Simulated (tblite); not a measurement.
C6H8OS2Si.
Cartesian coordinates in Å at the GFN2-xTB level; atoms count from 1:
```xyz
18
C6H8OS2Si angstrom
C     -2.5092    1.6098   -0.5913
C     -1.6479    0.8261   -0.2816
C     -0.7043   -0.1306    0.1016
S     -1.2465   -1.6238    0.8175
C     -3.0522   -1.4017    0.8325
C      0.6541    0.0551   -0.0660
C      1.1801    1.2397   -0.6472
O      2.3772    1.4444   -0.8160
S      1.7891   -1.1652    0.4278
Si     3.7101   -0.2361   -0.1142
H     -3.2306    2.3168   -0.8746
H     -3.4602   -2.3132    1.2573
H     -3.4147   -1.2638   -0.1811
H     -3.3145   -0.5488    1.4505
H      0.4463    1.9981   -0.9552
H      4.0217    0.8385    0.8136
H      3.8871   -0.2568   -1.5569
H      4.5056   -1.3820    0.3716
```

Level: GFN2-xTB in tblite, geometry and Hessian alike; calculated harmonic values, unscaled, isolated species. This tight-binding method is rough: wavenumbers can miss measured ones by several per cent, in bad cases by 10 to 20. Modes of hydrogen on silicon can be 10 to 20 % off. One conformer, not necessarily the lowest.

Harmonic wavenumbers (cm⁻¹): 44.6, 61.5, 85.5, 93.2, 131.0, 145.2, 164.8, 166.6, 216.6, 269.5, 270.9, 343.8, 363.4, 413.3, 423.4, 451.3, 488.8, 508.3, 551.5, 599.3, 628.4, 648.8, 663.1, 723.0, 747.3, 849.7, 880.4, 892.6, 935.0, 946.6, 964.9, 1111.9, 1227.1, 1311.8, 1315.2, 1437.2, 1438.8, 1473.4, 1623.0, 2149.9, 2210.9, 2315.1, 2349.4, 2856.5, 3040.9, 3047.6, 3064.1, 3393.5.

A = 1679, B = 529.8, C = 406.0 MHz; mass 187.979 u (most abundant isotopes); point group Cs, symmetry number 1.

Question: What is the zero-point energy?

Answer: Half the sum of the wavenumbers: 25019 cm⁻¹ = 71.53 kcal/mol.

Question: What is S at 350 K and 1 bar for an ideal gas of classical rigid rotors and harmonic oscillators?

Answer: Translation 42.42, rotation 31.64, vibration 49.47: S = 123.5 cal/(mol K).

Question: And Cp and H(350 K) − H(0)?

Answer: Cp = 53.88 cal/(mol K), of which vibrations give 45.93 (their classical limit is 48 R = 95.4); H(350 K) − H(0) = 11.66 kcal/mol without the zero-point energy, 8.88 from vibrations.

Question: What must be added to the electronic energy to get the Gibbs energy at 350 K and 1 bar?

Answer: ZPE + [H(350 K) − H(0)] − T·S = 71.53 + 11.66 − 43.24 = 39.95 kcal/mol.

Question: Blend soft modes into free rotors: weight 1/[1 + (100 cm⁻¹/ν̃)⁴] for the oscillator and the rest for a rotor with moment μB/(μ + B), μ = h/(8π²ν), B = 10⁻⁴⁴ kg m². What vibrational entropy results?

Answer: 45.60 cal/(mol K) in place of 49.47, which changes −T·S at 350 K by +1.35 kcal/mol.

Hindered rotation and anharmonicity are outside this model. Other conformers, if any are populated, would add a mixing term that is left out.
